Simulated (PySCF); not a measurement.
C4H4BFO. Atoms are numbered in the order given.

```xyz
11

C     -2.6142    -1.0104     0.4181
C     -1.6128    -0.3182     0.3760
B     -0.3115     0.4696     0.3118
F     -0.2257     1.6812     0.8500
C      0.9530    -0.0980    -0.4820
C      2.0409    -0.9345     0.1386
O      0.9476     0.2156    -1.6624
H     -3.5051    -1.6111     0.4573
H      2.5237    -0.3730     0.9570
H      2.7874    -1.2133    -0.6191
H      1.6001    -1.8395     0.5909
```

The structure is a stationary point at B3LYP-D3(BJ)/def2-SVP. The structure was generated by enumeration, and PubChem lists no compound with its InChIKey, so it may never have been made. Other conformers were not sampled.

Level of theory: PySCF with PBE/pcSseg-1.

GIAO shieldings, no solvent; atoms alike by connectivity are averaged. δ = σ(ref) − σ: ¹³C against TMS (σ = 182.0 ppm); ¹¹B against BF3 (σ = 83.9 ppm); ¹⁹F against CFCl3 (σ = 133.6 ppm); ¹⁷O against H2O (σ = 334.3 ppm); ¹H against TMS (σ = 31.49 ppm), references at their B3LYP-D3(BJ)/def2-TZVP geometries, non-relativistic.

Computed chemical shifts:
| nucleus | atoms | count | δ (ppm) |
|---|---|---|---|
| ¹³C | C5 | 1 | 237.2 |
| ¹³C | C1 | 1 | 107.7 |
| ¹³C | C2 | 1 | 91.1 |
| ¹³C | C6 | 1 | 36.3 |
| ¹¹B | B3 | 1 | 16.2 |
| ¹⁹F | F4 | 1 | -43.1 |
| ¹⁷O | O7 | 1 | 761.5 |
| ¹H | H8 | 1 | 3.27 |
| ¹H | H9, H10, H11 | 3 | 2.58 |
